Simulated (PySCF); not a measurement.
Gas-phase XPS of AsP3SOO nortricyclane, computed

AsP3SOO nortricyclane, AsO₂P₃S.
Z-matrix (Å and degrees, PBE0-D3(BJ)/def2-SVP geometry), rows numbered from 1:
```
As
S   1  2.2569
P   2  2.1055  1   97.07
P   3  2.2669  2   99.76  1    30.78
O   4  1.6636  3  101.24  2    -6.15
P   3  2.2671  2   99.72  1   -30.89
O   6  1.6638  3  101.25  4   -89.49
```

Method: delta-SCF UKS SCAN, pcX-2 on the ionised atom, pcseg-1 elsewhere, spin-free X2C (PySCF). Vertical ΔSCF values, vacuum level as zero.

Problem. List the computed XPS lines with their assignment.

Solution. 
| atom(s) | environment | level | binding energy (eV) | 2p1/2 (eV) | above the level's lowest (eV) | count |
| --- | --- | --- | --- | --- | --- | --- |
| S2 | sulfur bonded to As and P | S 1s | 2477.13 | – | 0.00 | 1 |
| P4/P6 | phosphorus bonded to O and 2 P | P 1s | 2151.00 | – | +0.64 | 2 |
| P3 | phosphorus bonded to 2 P and S | P 1s | 2150.36 | – | 0.00 | 1 |
| O5/O7 | oxygen bonded to As and P | O 1s | 538.50 | – | 0.00 | 2 |
| P4/P6 | phosphorus bonded to O and 2 P | P 2p3/2 | 137.33 | 138.22 | +0.55 | 2 |
| P3 | phosphorus bonded to 2 P and S | P 2p3/2 | 136.78 | 137.67 | 0.00 | 1 |

Lowest listed P 1s: P3, bonded to S and 2 P. Highest, 0.64 eV above it: P4/P6, bonded to O and 2 P.

Lowest listed P 2p3/2: P3, bonded to S and 2 P. Highest, 0.55 eV above it: P4/P6, bonded to O and 2 P.

Problem. Which photon wavelength matches the O 1s of O5/O7 threshold?

Solution. λ = hc/E = 12398.42 eV Å / 538.50 eV = 23.024 Å.

Problem. Which photon energy gives electrons from O 1s of O5/O7 a kinetic energy of 100 eV, and what is their de Broglie wavelength?

Solution. hν = 538.50 + 100 = 638.50 eV, recoil neglected; λ = 12.264 Å/√(E/eV) = 1.23 Å.

The first atom of each set that the bonding makes equivalent was ionised and stands for the set. Not every level is listed. Spin–orbit coupling isn't in the SCF: each 2p doublet comes from a relaxed spin-free hole plus a matrix of the shell (mean-field spin–orbit coupling and the ground-state 2p splitting), with 2p3/2 averaged over its two sublevels. 2p1/2 minus 2p3/2 (ligand field included): P 0.89 eV. No level of arsenic is listed. Isolated species at its PBE0-D3(BJ)/def2-SVP geometry (one conformer only).
